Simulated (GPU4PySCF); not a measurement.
GPU4PySCF job for Cu(MeCN)4 (C8H12CuN4), SMILES CC#[N]->[Cu+](<-[N]#CC)(<-[N]#CC)<-[N]#CC, charge +1, multiplicity 1, PBE0-D3(BJ)/def2-TZVP. 

```python
import numpy as np
import cupy as cp
from pyscf import gto, lo
from gpu4pyscf import dft
from pyscf.geomopt import geometric_solver

mol = gto.M(
    atom='''
    Cu    0.01000000   -0.00250000   -0.04200000
    C     2.83540000   -1.24830000   -3.30700000
    C     1.98600000   -0.90350000   -2.21160000
    N     1.17540000   -0.54270000   -1.42410000
    H     2.65150000   -0.60300000   -4.16240000
    H     2.59450000   -2.25900000   -3.62650000
    H     3.84210000   -1.19130000   -2.92770000
    C     2.03400000   -0.39610000    3.98380000
    C     1.39120000   -0.28160000    2.71450000
    N     0.92100000   -0.21900000    1.68330000
    H     2.47760000    0.56680000    4.28930000
    H     2.90060000   -1.13430000    3.94100000
    H     1.34820000   -0.78640000    4.74570000
    C    -1.27190000    4.29770000   -0.61710000
    C    -0.79670000    2.90880000   -0.41590000
    N    -0.50750000    1.86120000   -0.25540000
    H    -1.07700000    4.56490000   -1.64560000
    H    -0.71790000    4.92840000    0.06350000
    H    -2.33050000    4.42920000   -0.40370000
    C    -3.64050000   -2.66360000   -0.05840000
    C    -2.51940000   -1.80560000   -0.10530000
    N    -1.59430000   -1.13800000   -0.00920000
    H    -4.50670000   -2.08150000    0.26830000
    H    -3.51840000   -3.52700000    0.56160000
    H    -3.85620000   -2.93850000   -1.10740000
    ''',
    basis='def2-TZVP',
    charge=1,
    spin=0,
    max_memory=12000,
    verbose=3,
)
mf = dft.RKS(mol, xc='pbe0').density_fit(auxbasis='def2-universal-jkfit')
mf.disp = 'd3bj'
mf.grids.atom_grid = (99, 590)
mf.conv_tol = 1e-9
mf.max_cycle = 100
mf.kernel()
conv, mol_eq = geometric_solver.kernel(mf, convergence_set='GAU', maxsteps=150)
print(mol_eq.tostring(format='xyz'))
mf.reset(mol_eq)
mf.kernel()
```

Log of the run:

```
converged SCF energy = -2170.76057531422
[banner and settings of the optimiser left out]
Geometry optimization cycle 1
Cartesian coordinates (Angstrom)
 Atom        New coordinates             dX        dY        dZ
  Cu   0.010000  -0.002500  -0.042000    0.000000  0.000000  0.000000
   C   2.835400  -1.248300  -3.307000    0.000000  0.000000  0.000000
   C   1.986000  -0.903500  -2.211600   -0.000000  0.000000  0.000000
   N   1.175400  -0.542700  -1.424100    0.000000  0.000000  0.000000
   H   2.651500  -0.603000  -4.162400    0.000000  0.000000  0.000000
   H   2.594500  -2.259000  -3.626500    0.000000  0.000000  0.000000
   H   3.842100  -1.191300  -2.927700    0.000000  0.000000  0.000000
   C   2.034000  -0.396100   3.983800    0.000000  0.000000  0.000000
   C   1.391200  -0.281600   2.714500   -0.000000  0.000000  0.000000
   N   0.921000  -0.219000   1.683300    0.000000  0.000000  0.000000
   H   2.477600   0.566800   4.289300    0.000000  0.000000  0.000000
   H   2.900600  -1.134300   3.941000    0.000000  0.000000  0.000000
   H   1.348200  -0.786400   4.745700    0.000000  0.000000  0.000000
   C  -1.271900   4.297700  -0.617100    0.000000  0.000000  0.000000
   C  -0.796700   2.908800  -0.415900    0.000000  0.000000  0.000000
   N  -0.507500   1.861200  -0.255400    0.000000  0.000000  0.000000
   H  -1.077000   4.564900  -1.645600    0.000000 -0.000000  0.000000
   H  -0.717900   4.928400   0.063500    0.000000  0.000000  0.000000
   H  -2.330500   4.429200  -0.403700    0.000000  0.000000  0.000000
   C  -3.640500  -2.663600  -0.058400    0.000000  0.000000  0.000000
   C  -2.519400  -1.805600  -0.105300    0.000000  0.000000  0.000000
   N  -1.594300  -1.138000  -0.009200    0.000000  0.000000  0.000000
   H  -4.506700  -2.081500   0.268300    0.000000  0.000000  0.000000
   H  -3.518400  -3.527000   0.561600    0.000000  0.000000  0.000000
   H  -3.856200  -2.938500  -1.107400    0.000000  0.000000  0.000000

WARN: Mole.unit (angstrom) is changed to Bohr

converged SCF energy = -2170.7605753147
--------------- DFRKS_Scanner gradients ---------------
         x                y                z
0 Cu     0.0048689640    -0.0001538597    -0.0061743005
1 C     0.0031970614     0.0077160671    -0.0015653504
2 C     0.0774138238    -0.0354616552    -0.0538987097
3 N    -0.0716949926     0.0329090127     0.0634359867
4 H    -0.0032340074    -0.0060185957    -0.0010609769
5 H    -0.0035305683     0.0053272483    -0.0004816932
6 H    -0.0130128283     0.0006899234     0.0068071130
7 C    -0.0294248389     0.0151112338    -0.0156086778
8 C    -0.0125299372     0.0046211663    -0.0169064101
9 N     0.0114398035    -0.0031735873     0.0179712196
10 H     0.0073786476     0.0056429448     0.0003777116
11 H     0.0206446261    -0.0159985489     0.0037477812
12 H    -0.0007508389    -0.0059159253     0.0022897458
13 C    -0.0105741369     0.0216808775    -0.0047489484
14 C     0.0550068285    -0.1463935339     0.0199606565
15 N    -0.0365136089     0.1208907438    -0.0182223866
16 H    -0.0017532286    -0.0053314762     0.0052059173
17 H    -0.0045910203    -0.0069436199    -0.0009472453
18 H     0.0015772381     0.0070495501    -0.0003766494
19 C     0.0270699245    -0.0075792225     0.0298415741
20 C    -0.0190621959    -0.0052868843    -0.0175094101
21 N     0.0019751461    -0.0013390128     0.0064305763
22 H     0.0002527597     0.0020114368    -0.0031753584
23 H    -0.0052409375     0.0098706909    -0.0066138870
24 H     0.0010565187     0.0060882685    -0.0087696721
----------------------------------------------
cycle 1: E = -2170.76057531  dE = -2170.76  norm(grad) = 0.261869
Step    0 : Gradient = 5.237e-02/1.577e-01 (rms/max) Energy = -2170.7605753147
Hessian Eigenvalues: 2.30000e-02 2.30000e-02 2.30000e-02 ... 1.38221e+00 1.45601e+00 1.78165e+00

Geometry optimization cycle 2
Cartesian coordinates (Angstrom)
 Atom        New coordinates             dX        dY        dZ
  Cu   0.009136  -0.004484  -0.042567   -0.000864 -0.001984 -0.000567
   C   2.861343  -1.279707  -3.313949    0.025943 -0.031407 -0.006949
   C   1.963241  -0.898418  -2.245295   -0.022759  0.005082 -0.033695
   N   1.190202  -0.552209  -1.471937    0.014802 -0.009509 -0.047837
   H   2.696874  -0.624704  -4.170128    0.045374 -0.021704 -0.007728
   H   2.642023  -2.302899  -3.629901    0.047523 -0.043899 -0.003401
   H   3.901386  -1.225604  -2.987337    0.059286 -0.034304 -0.059637
   C   2.077028  -0.390922   4.018652    0.043028  0.005178  0.034852
   C   1.430502  -0.283881   2.737576    0.039302 -0.002281  0.023076
   N   0.942821  -0.217448   1.702687    0.021821  0.001552  0.019387
   H   2.490221   0.570794   4.324922    0.012621  0.003994  0.035622
   H   2.905808  -1.100111   3.949491    0.005208  0.034189  0.008491
   H   1.385450  -0.761193   4.776019    0.037250  0.025207  0.030319
   C  -1.266967   4.341418  -0.602925    0.004933  0.043718  0.014175
[...]
   N  -0.542692   1.898376  -0.280149    0.000801 -0.000282  0.000682
   H  -1.053168   4.664633  -1.662566    0.001409 -0.001092 -0.001291
   H  -0.702589   5.011735   0.044869    0.001706  0.000023 -0.001594
   H  -2.325706   4.471380  -0.436964    0.001493  0.000151 -0.001001
   C  -3.713117  -2.701685  -0.083015    0.001621 -0.000620 -0.000260
   C  -2.542519  -1.855524  -0.058099    0.001461 -0.000398  0.000708
   N  -1.613612  -1.184294  -0.038434    0.001262 -0.000143  0.001492
   H  -4.580053  -2.146062   0.277733    0.001450 -0.001023 -0.000035
   H  -3.555702  -3.571554   0.556434    0.001631 -0.001138 -0.000979
   H  -3.905271  -3.038771  -1.102766    0.001852  0.000315 -0.000612
converged SCF energy = -2170.78310285618
--------------- DFRKS_Scanner gradients ---------------
         x                y                z
0 Cu    -0.0000063089    -0.0000042929     0.0000048988
1 C     0.0000161146     0.0000253715    -0.0000023749
2 C    -0.0000106808    -0.0000051709     0.0000067771
3 N     0.0000251632     0.0000055200    -0.0000327745
4 H    -0.0000075591    -0.0000064394    -0.0000003862
5 H    -0.0000059933    -0.0000030804    -0.0000066878
6 H    -0.0000035204    -0.0000147294     0.0000049928
7 C    -0.0000371307     0.0000235443    -0.0000109016
8 C     0.0000164706    -0.0000063972     0.0000077700
9 N    -0.0000111144    -0.0000092364     0.0000280351
10 H     0.0000078077    -0.0000047799    -0.0000030331
11 H     0.0000069838     0.0000019716     0.0000040085
12 H     0.0000067443    -0.0000167957    -0.0000031453
13 C    -0.0000100891     0.0000198841    -0.0000123286
14 C     0.0000181651    -0.0000669831     0.0000182550
15 N    -0.0000204255     0.0000746358    -0.0000312525
16 H     0.0000060152    -0.0000031697     0.0000029274
17 H    -0.0000028458    -0.0000033719     0.0000045675
18 H     0.0000018935    -0.0000038349    -0.0000000375
19 C     0.0000441060    -0.0000271527     0.0000371330
20 C    -0.0000249544     0.0000083379    -0.0000053647
21 N    -0.0000057883    -0.0000109871     0.0000176741
22 H    -0.0000143010     0.0000072052    -0.0000243238
23 H    -0.0000043994     0.0000100308    -0.0000027523
24 H    -0.0000148817     0.0000090301    -0.0000079236
----------------------------------------------
cycle 16: E = -2170.78310286  dE = -1.44654e-07  norm(grad) = 0.000163539
Step   15 : Displace = 1.512e-03/2.280e-03 (rms/max) Trust = 3.000e-01 (=) Grad = 3.271e-05/8.345e-05 (rms/max) E (change) = -2170.7831028562 (-1.447e-07) Quality = 0.975
Hessian Eigenvalues: 3.89904e-03 1.40351e-02 2.29998e-02 ... 1.38295e+00 1.46140e+00 1.81936e+00

Geometry optimization cycle 17
Cartesian coordinates (Angstrom)
 Atom        New coordinates             dX        dY        dZ
  Cu   0.010528  -0.008724  -0.005186    0.000932  0.000061  0.000883
   C   2.880442  -1.269642  -3.364788    0.000836  0.000476  0.000952
   C   1.978530  -0.872612  -2.308435    0.000680  0.000477  0.000814
   N   1.263098  -0.557681  -1.470127    0.000767  0.000408  0.000915
   H   2.745533  -0.620371  -4.231177    0.000590  0.000082  0.000692
   H   2.677713  -2.301042  -3.657251    0.001371  0.000252  0.001387
   H   3.912538  -1.193402  -3.019314    0.000796  0.001144  0.000939
   C   2.117142  -0.430965   4.056227    0.002420  0.000055 -0.000195
   C   1.455368  -0.297709   2.779033    0.001704  0.000035  0.000146
   N   0.929953  -0.191991   1.765841    0.000954  0.000013  0.000529
   H   2.511386   0.536022   4.372282    0.002827  0.000022 -0.000600
   H   2.940473  -1.142232   3.974844    0.002128 -0.000228 -0.000515
   H   1.409153  -0.789371   4.805019    0.002653  0.000498  0.000242
   C  -1.257141   4.362898  -0.634316    0.000968 -0.000281 -0.000098
   C  -0.858327   2.988583  -0.436418    0.000862 -0.000227  0.000315
   N  -0.541891   1.898147  -0.279451    0.000801 -0.000229  0.000698
   H  -1.052531   4.663955  -1.662853    0.000637 -0.000678 -0.000286
   H  -0.701322   5.011694   0.044304    0.001266 -0.000041 -0.000565
   H  -2.324665   4.471334  -0.436762    0.001041 -0.000046  0.000202
   C  -3.711734  -2.701961  -0.083318    0.001382 -0.000275 -0.000303
   C  -2.541137  -1.855779  -0.057743    0.001382 -0.000254  0.000357
   N  -1.612360  -1.184385  -0.037528    0.001253 -0.000091  0.000906
   H  -4.578639  -2.146618   0.277921    0.001414 -0.000556  0.000188
   H  -3.554268  -3.572299   0.555493    0.001434 -0.000745 -0.000941
   H  -3.903845  -3.038313  -1.103309    0.001426  0.000457 -0.000543
converged SCF energy = -2170.78310291604
--------------- DFRKS_Scanner gradients ---------------
         x                y                z
0 Cu     0.0000017711    -0.0000039488     0.0000049029
1 C     0.0000104055     0.0000160343     0.0000011900
2 C    -0.0000226615    -0.0000003941    -0.0000052772
3 N     0.0000153913     0.0000139566    -0.0000045250
4 H    -0.0000023816    -0.0000023048     0.0000004460
5 H    -0.0000033089    -0.0000029613    -0.0000038781
6 H    -0.0000024040    -0.0000122353     0.0000037291
7 C    -0.0000152142     0.0000097144     0.0000047860
8 C     0.0000254874    -0.0000037023    -0.0000045463
9 N    -0.0000441180    -0.0000086904    -0.0000020036
10 H    -0.0000002586    -0.0000023821    -0.0000017809
11 H     0.0000023325     0.0000040448     0.0000003076
12 H     0.0000019419    -0.0000098183    -0.0000039443
13 C    -0.0000013825    -0.0000016057    -0.0000051737
14 C    -0.0000100631     0.0000266601     0.0000008455
15 N     0.0000116584    -0.0000351727    -0.0000133734
16 H     0.0000047492     0.0000015234     0.0000012860
17 H    -0.0000026728     0.0000007274     0.0000031005
18 H    -0.0000013536    -0.0000011132    -0.0000017552
19 C     0.0000159969    -0.0000242599     0.0000198872
20 C    -0.0000067394     0.0000047617    -0.0000065101
21 N     0.0000117155     0.0000087929     0.0000271646
22 H    -0.0000088918     0.0000070445    -0.0000182968
23 H    -0.0000019686     0.0000076584     0.0000006907
24 H    -0.0000086444     0.0000066843    -0.0000035063
----------------------------------------------
cycle 17: E = -2170.78310292  dE = -5.98602e-08  norm(grad) = 0.000101147
Step   16 : Displace = 8.934e-04/1.528e-03 (rms/max) Trust = 3.000e-01 (=) Grad = 2.023e-05/4.501e-05 (rms/max) E (change) = -2170.7831029160 (-5.986e-08) Quality = 0.674
Hessian Eigenvalues: 3.89904e-03 1.40351e-02 2.29998e-02 ... 1.38295e+00 1.46140e+00 1.81936e+00
Converged! =D

25
XYZ from PySCF
Cu          0.01052803       -0.00872381       -0.00518588
C           2.88044247       -1.26964201       -3.36478814
C           1.97853005       -0.87261239       -2.30843451
N           1.26309811       -0.55768120       -1.47012685
H           2.74553289       -0.62037088       -4.23117660
H           2.67771256       -2.30104168       -3.65725058
H           3.91253836       -1.19340202       -3.01931418
C           2.11714171       -0.43096502        4.05622684
C           1.45536827       -0.29770878        2.77903286
N           0.92995259       -0.19199095        1.76584115
H           2.51138576        0.53602171        4.37228157
H           2.94047286       -1.14223200        3.97484422
H           1.40915319       -0.78937129        4.80501947
C          -1.25714134        4.36289819       -0.63431556
C          -0.85832686        2.98858269       -0.43641801
N          -0.54189087        1.89814748       -0.27945094
H          -1.05253116        4.66395544       -1.66285268
H          -0.70132234        5.01169432        0.04430394
H          -2.32466512        4.47133400       -0.43676154
C          -3.71173419       -2.70196058       -0.08331845
C          -2.54113693       -1.85577856       -0.05774255
N          -1.61235988       -1.18438515       -0.03752794
H          -4.57863906       -2.14661779        0.27792107
H          -3.55426797       -3.57229902        0.55549304
H          -3.90384481       -3.03831345       -1.10330884
converged SCF energy = -2170.78310291596
```

The run converged.
